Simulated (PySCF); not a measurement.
SMILES CN[Si](C)(C)NC, GFN2-xTB optimised geometry.

```
21

C     -2.15    -1.51    -1.91
N     -0.78    -1.43    -1.48
Si    -0.27    -0.69     0.00
C      1.63    -0.69     0.00
C     -0.95     1.10     0.00
N     -0.78    -1.63     1.37
C     -0.35    -1.38     2.73
H     -2.19    -1.61    -3.00
H     -2.69    -2.35    -1.47
H     -2.66    -0.59    -1.63
H     -0.25    -2.23    -1.79
H      2.02    -1.68     0.21
H      2.02    -0.01     0.75
H      2.02    -0.37    -0.96
H     -0.51     1.68     0.80
H     -2.02     1.11     0.14
H     -0.73     1.61    -0.93
H     -1.72    -1.99     1.35
H      0.69    -1.07     2.71
H     -0.93    -0.61     3.23
H     -0.42    -2.30     3.32
```

Density from CAM-B3LYP/def2-SVP (PySCF) at that geometry.

Minimum of the electron density along straight lines between bonded atoms, close to the bond critical point (lines longer than 1.1 times the sum of covalent radii, or with two minima, are not listed):

| bond | length / Å | ρ at the minimum / e bohr⁻³ | ∇²ρ there / e bohr⁻⁵ | position (fraction from the first atom) |
|---|---|---|---|---|
| C1–N2 | 1.442 | 0.273 | -0.79 | 0.39 |
| N2–Si3 | 1.726 | 0.123 | 0.73 | 0.60 |
| Si3–C4 | 1.898 | 0.113 | 0.32 | 0.38 |
| Si3–C5 | 1.911 | 0.110 | 0.31 | 0.38 |
| Si3–N6 | 1.738 | 0.120 | 0.71 | 0.40 |
| N6–C7 | 1.446 | 0.270 | -0.77 | 0.60 |
| C1–H8 | 1.092 | 0.279 | -1.05 | 0.63 |
| C1–H9 | 1.097 | 0.276 | -1.01 | 0.62 |
| C1–H10 | 1.087 | 0.282 | -1.07 | 0.63 |
| N2–H11 | 1.008 | 0.333 | -1.52 | 0.76 |
| C4–H12 | 1.084 | 0.272 | -0.98 | 0.63 |
| C4–H13 | 1.084 | 0.272 | -0.97 | 0.62 |
| C4–H14 | 1.084 | 0.273 | -0.99 | 0.63 |
| C5–H15 | 1.086 | 0.271 | -0.97 | 0.62 |
| C5–H16 | 1.087 | 0.271 | -0.96 | 0.62 |
| C5–H17 | 1.085 | 0.272 | -0.98 | 0.63 |
| N6–H18 | 1.010 | 0.332 | -1.50 | 0.76 |
| C7–H19 | 1.087 | 0.282 | -1.07 | 0.63 |
| C7–H20 | 1.096 | 0.276 | -1.02 | 0.63 |
| C7–H21 | 1.092 | 0.279 | -1.05 | 0.63 |
